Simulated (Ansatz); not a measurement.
Input for Ansatz (a first-principles code): U-CCSD(T)/cc-pVTZ on BrGeH (SMILES [GeH][Br]), a point of a bond scan (R = 4.329 Å). The run froze 28 orbitals, filled d shells among them.

Ansatz 0.2 input:
```yaml
crystal:
  periodic: [false, false, false]
  atoms:
    - {symbol: Ge, position_ang: [-0.68565162, -0.57867936, 0.82194038]}
    - {symbol: H, position_ang: [-3.48701286, -1.91397224, -2.19595233]}
    - {symbol: Br, position_ang: [0.67611556, 0.55974206, -0.74303699]}
basis:
  gaussian:
    orbitals: cc-pVTZ
correlation: {method: ccsd_t, electrons: outside_noble_gas}
scf: {omitted_lower_state_checks: [cluster_reference]}
magnetization: {spin_polarized: true, initial_magnetization: 0}
```

The log:

```
WARN ansatz: RAYON_NUM_THREADS=1 ignored (pool sized by the plan → 1); use --threads N
Functional definition: HF
these checks for a lower state are left out or cut short: cluster_reference
integrals: 0.17 GiB planned
635 factors; integrals over basis functions are off by at most 6.3e-4 eV
mean field: 0.39 GiB planned
mean field evaluation 1: about -126482.7802 eV, gradient 1.4e1 eV
mean field evaluation 2: about -126482.7815 eV, gradient 1.4e1 eV
mean field evaluation 4: about -126484.1577 eV, gradient 7.7e0 eV
mean field evaluation 8: about -126485.8842 eV, gradient 2.5e-1 eV
mean field evaluation 16: about -126485.8807 eV, gradient 1.7e-3 eV
mean field evaluation 32: about -126485.8838 eV, gradient 1.8e-1 eV
mean field evaluation 64: about -126489.1932 eV, gradient 2.0e-1 eV
mean field evaluation 96: about -126489.1928 eV, gradient 1.7e-1 eV
mean field evaluation 128: about -126489.1947 eV, gradient 1.5e-2 eV
mean field evaluation 160: about -126489.1898 eV, gradient 1.5e-1 eV
mean field evaluation 192: about -126489.1921 eV, gradient 3.1e-6 eV
mean field -126489.19486446 eV, -4648.3921738131 hartree, gradient 4.8e-10 eV, S^2 1.011829; 15 other end points of the search recorded, 0 dependent functions left out
28 core orbitals not correlated
reference -126489.19486446 eV, -4648.3921738131 hartree; 6, 6 occupied and 66, 66 virtual orbitals, 635 factors
second order -6.14854073 eV of doubles, -0.00000000 eV of singles
coupled cluster: 0.28 GiB planned
cycle   1  -6.62370535 eV  change   -4.8e-1 eV  update   7.3e-2
cycle   2  -6.82294069 eV  change   -2.0e-1 eV  update   2.6e-2
cycle   3  -6.87283366 eV  change   -5.0e-2 eV  update   1.5e-2
cycle   4  -6.86793825 eV  change    4.9e-3 eV  update   4.9e-3
cycle   5  -6.86776761 eV  change    1.7e-4 eV  update   2.0e-3
cycle   6  -6.86800505 eV  change   -2.4e-4 eV  update   8.6e-4
cycle   7  -6.86791248 eV  change    9.3e-5 eV  update   4.4e-4
cycle   8  -6.86794702 eV  change   -3.5e-5 eV  update   3.4e-4
cycle   9  -6.86795563 eV  change   -8.6e-6 eV  update   3.0e-4
cycle  10  -6.86796791 eV  change   -1.2e-5 eV  update   2.5e-4
cycle  11  -6.86808262 eV  change   -1.1e-4 eV  update   1.5e-4
cycle  12  -6.86806082 eV  change    2.2e-5 eV  update   8.8e-5
cycle  13  -6.86806324 eV  change   -2.4e-6 eV  update   4.5e-5
cycle  14  -6.86803698 eV  change    2.6e-5 eV  update   1.8e-5
cycle  15  -6.86803351 eV  change    3.5e-6 eV  update   7.1e-6
coupled cluster: 0.28 GiB planned
perturbative correction -0.30260359 eV, -0.0111204768 hartree
Total energy: -126496.36550156 eV, -4648.6556898662 hartree
Checks for a lower state left out: cluster_reference
```

Self-consistency was reached. Its determinant has ⟨S²⟩ = 1.01, a mixture of spin states.

Cost: around 26 core-seconds (rough).
